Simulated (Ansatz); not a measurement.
Consider the ligand exchange at the Si–S bond: `F[Si](F)(Cl)S[SiH2]Cl` + `O[SiH3]` → `F[Si](F)(Cl)O[SiH3]` + `S[SiH2]Cl`.

Program: Ansatz. Geometries: PBE0-D4/def2-TZVP. ΔE: electronic, gas phase. CBS: MP2 limit from def2 TZ/QZ plus the TZ coupled-cluster correction, frozen cores. DFT in def2-TZVPP. B3LYP here is the variant with VWN-RPA as its local correlation; programs differ in this. One conformer a species, not always the lowest.

| level | ΔE (kJ/mol) | difference from CCSD(T)/CBS |
| --- | --- | --- |
| PBE-D4 | -53.2 | 20.9 |
| r2SCAN-D4 | -69.0 | 5.1 |
| B3LYP-D4 | -72.1 | 2.0 |
| ωB97M-V | -70.8 | 3.3 |
| PBE | -60.3 | 13.8 |
| r2SCAN | -70.7 | 3.4 |
| PBE0 | -68.4 | 5.7 |
| B3LYP | -83.8 | -9.7 |
| HF/def2-TZVPP | -108.2 | -34.1 |
| SCS-MP2/def2-TZVPP | -79.5 | -5.4 |
| CCSD/def2-TZVPP | -84.7 | -10.6 |
| CCSD(T)/def2-TZVPP | -78.4 | -4.3 |
| MP2/def2-QZVPP | -70.1 | 4.0 |
| HF/CBS(def2) | -111.4 | -37.3 |
| MP2/CBS(def2) | -67.3 | 6.8 |
| CCSD/CBS(def2) | -80.4 | -6.3 |
| CCSD(T)/CBS | -74.1 | 0 |

Largest T1 diagnostic among the species: 0.011.

From PBE to PBE0 (25 % exact exchange), in def2-TZVPP and without D4, ΔE moves by −8.2 kJ/mol. The D4 term adds +11.7 kJ/mol with B3LYP and +6.4 kJ/mol with PBE0; it sums over pairs of atoms, weighted by their polarisabilities, and B3LYP, whose exchange is more repulsive, gets the larger term.
